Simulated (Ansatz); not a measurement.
Consider the redistribution: `F[Si]1([SiH3])BO1` + `CCB(O)O` → `F[SiH]1BO1` + `CCB(O)O[SiH3]`.

Program: Ansatz. Geometries: PBE0-D4/def2-TZVP. ΔE: electronic, gas phase. CCSD(T)/CBS adds triple-zeta CCSD(T) − MP2 to the extrapolated MP2 energy (def2 sets, frozen cores). DFT in def2-TZVPP. Each species was taken in one conformer, which may not be the lowest.

```csv
species,ωB97X-V energy (Eh)
`F[Si]1([SiH3])BO1`,-781.33507
`CCB(O)O`,-255.87415
`F[SiH]1BO1`,-490.67460
`CCB(O)O[SiH3]`,-546.56586
```

Question: Work out ΔE.

Answer: ΔE = (-490.67460) + (-546.56586) − (-781.33507) − (-255.87415) = -0.03124 Eh = -19.6 kcal/mol. CCSD(T)/CBS gives -20.4 kcal/mol.

Largest T1 diagnostic among the species: 0.016.

From PBE to PBE0 (25 % exact exchange), in def2-TZVPP and without D4, ΔE moves by −2.3 kcal/mol. In def2-TZVPP, CCSD(T) changes the Hartree–Fock value by +5.9 kcal/mol (the triples alone add +0.9 kcal/mol) and MP2 by +4.2 kcal/mol.
